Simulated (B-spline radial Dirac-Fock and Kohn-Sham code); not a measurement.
# Core-hole lifetimes of Hf³⁺

System: hafnium as Hf³⁺, [Xe] 4f14 5d1, inside a Watson sphere of charge -3 and radius 1.8 Å (a model of the Madelung potential; inside it an electron's potential energy is raised by 24.0 eV).

Input file task.json (cfg lists n, l and occupation; rrms is the nuclear radius in fm):

```json
{"items": [{
  "Z": 72,
  "q": 3,
  "cfg": [[1, 0, 2], [2, 0, 2], [2, 1, 6], [3, 0, 2], [3, 1, 6], [3, 2, 10], [4, 0, 2], [4, 1, 6], [4, 2, 10], [4, 3, 14], [5, 0, 2], [5, 1, 6], [5, 2, 1]],
  "A": 180,
  "rrms": 5.347,
  "watson": [-3, 1.8],
  "do": ["binding", "quiet", "decay"],
  "holes": ["K", "L1", "L2", "L3", "M1", "M2", "M3", "M4", "M5", "N1", "N2", "N3", "N4", "N5", "N6", "N7"]
}]}
```

Launch: `python xray_run.py task.json out`

Method: independent-particle rates on relativistic LDA orbitals of the hole state (multipoles up to L = 3, Coulomb Auger matrix elements, transition energies from Dirac-Fock). Computed with a radial B-spline solver.

Partial widths are in eV. Coster-Kronig decay leaves a hole in the same principal shell; its rates are the weakest part of the model, often 1.5 to 2.5 times too large and more for N holes. Holes without an open Auger channel, or with an unreliable SCF state, are not listed.

```
      hole  radiative   Auger  Coster-Kronig  total  fluorescence yield  lifetime (fs)
    K (1s)       33.3    1.53              0   34.8               0.956         0.0189
   L1 (2s)      0.713    1.87           2.98   5.56               0.128          0.118
L2 (2p1/2)       1.21    2.75          0.660   4.62               0.262          0.142
L3 (2p3/2)       1.09    3.46              0   4.55               0.240          0.145
   M1 (3s)     0.0249   0.945           16.3   17.3             0.00144         0.0381
M2 (3p1/2)     0.0257    1.04           10.3   11.4             0.00226         0.0579
M3 (3p3/2)     0.0267    1.25           8.73   10.0             0.00267         0.0658
M4 (3d3/2)     0.0298    1.59         0.0679   1.68              0.0177          0.391
M5 (3d5/2)     0.0282    1.65              0   1.68              0.0168          0.393
   N1 (4s)   0.000769  0.0826           12.9   13.0            5.91e-05         0.0506
N2 (4p1/2)    0.00137  0.0840           12.5   12.6            0.000109         0.0523
N3 (4p3/2)   0.000874  0.0913           9.74   9.83            8.89e-05         0.0669
N4 (4d3/2)    0.00117  0.0766           6.78   6.86            0.000171         0.0960
N5 (4d5/2)    0.00105  0.0887           6.56   6.65            0.000159         0.0990
```
